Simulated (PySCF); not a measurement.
SMILES OB(O)c1ccc(O)cc1 (GFN2-xTB optimised geometry):

```
17

O     -2.480    -2.071     0.083
B     -1.134    -2.168    -0.002
O     -0.598    -3.418    -0.090
C     -0.280    -0.840     0.000
C     -0.917     0.401     0.001
C     -0.204     1.583     0.000
C      1.186     1.557    -0.002
O      1.934     2.693    -0.004
C      1.845     0.331     0.000
C      1.116    -0.840     0.000
H     -2.924    -2.920     0.074
H      0.354    -3.464    -0.156
H     -1.996     0.425     0.004
H     -0.721     2.534    -0.001
H      1.353     3.464    -0.003
H      2.924     0.322     0.001
H      1.656    -1.778     0.005
```

Method: PySCF 2.14.0 with PBE0/def2-SVP.

What are the frontier orbital energies and the dipole moment?

HOMO-2 -8.98 eV, HOMO-1 -7.38 eV, HOMO -6.53 eV, LUMO -0.30 eV, LUMO+1 -0.08 eV; dipole moment 0.45 D.

Meta-Löwdin charges at PBE0/def2-SVP: O1 -0.49, B2 0.40, O3 -0.50, C4 -0.14, C5 -0.07, C6 -0.17, C7 0.23, O8 -0.44, C9 -0.15, C10 -0.08, H11 0.33, H12 0.33, H13 0.12, H14 0.10, H15 0.33, H16 0.12, H17 0.09.
